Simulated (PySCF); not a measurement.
SMILES [SiH3]c1cccs1 (C₄H₆SSi) (GFN2-xTB optimised geometry):

```
12

Si     2.269     0.853     0.008
C      0.461     0.360     0.000
C     -0.093    -0.887     0.000
C     -1.504    -0.887     0.000
C     -2.019     0.369     0.000
S     -0.788     1.567     0.001
H      2.514     1.785    -1.094
H      3.047    -0.374    -0.160
H      2.586     1.498     1.284
H      0.500    -1.785    -0.001
H     -2.105    -1.779     0.000
H     -3.047     0.671    -0.001
```

Level of theory: CAM-B3LYP/def2-TZVP (PySCF 2.14.0).

Question: What are the frontier orbital energies and the dipole moment?

Answer: HOMO-2 -10.81 eV, HOMO-1 -8.54 eV, HOMO -8.17 eV, LUMO 0.33 eV, LUMO+1 1.43 eV; dipole moment 0.81 D.

Meta-Löwdin charges at CAM-B3LYP/def2-TZVP: Si1 0.53, C2 -0.37, C3 -0.13, C4 -0.15, C5 -0.26, S6 0.29, H7 -0.10, H8 -0.10, H9 -0.10, H10 0.12, H11 0.13, H12 0.14.
